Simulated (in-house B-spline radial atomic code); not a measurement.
Configurations of the copper ion Cu³⁺, with energies counted from [Ar] 3d8. All numbers are computed (non-relativistic BHandHLYP, spin-polarised, spherical fractional occupations, exact exchange averaged over the configuration; point nucleus) with an all-electron radial atomic-structure program (B-spline basis), not measured. Shells without spins written out take the highest spin.

Occupations are held fixed; configurations that lie above the ionisation limit could autoionise.

```json
{"configuration": "[Ar] 3d7 4s1", "E - E(ref) (eV)": "15.165", "highest orbital": "4s up", "its <r> (bohr)": "2.023"}
{"configuration": "[Ar] 3d7 4d1", "E - E(ref) (eV)": "35.725", "highest orbital": "4d up", "its <r> (bohr)": "3.08"}
{"configuration": "[Ne] 3s2 3p5 3d8 4s1", "E - E(ref) (eV)": "86.043", "highest orbital": "4s up", "its <r> (bohr)": "2.018"}
{"configuration": "[Ne] 3s2 3p5 3d8 4p1", "E - E(ref) (eV)": "94.706", "highest orbital": "4p up", "its <r> (bohr)": "2.29"}
```

Task: Order these further configurations by energy, lowest first.
A. [Ne] 3s2 3p5 3d8 4d1
B. [Ar] 3d7 4p1
C. [Ne] 3s2 3p5 3d8 4f1
D. [Ne] 3s2 3p5 3d9
E. [Ar] 3d7 4f1

Result: B (23.801 eV), E (43.633 eV), D (71.092 eV), A (106.68 eV), C (114.65 eV).
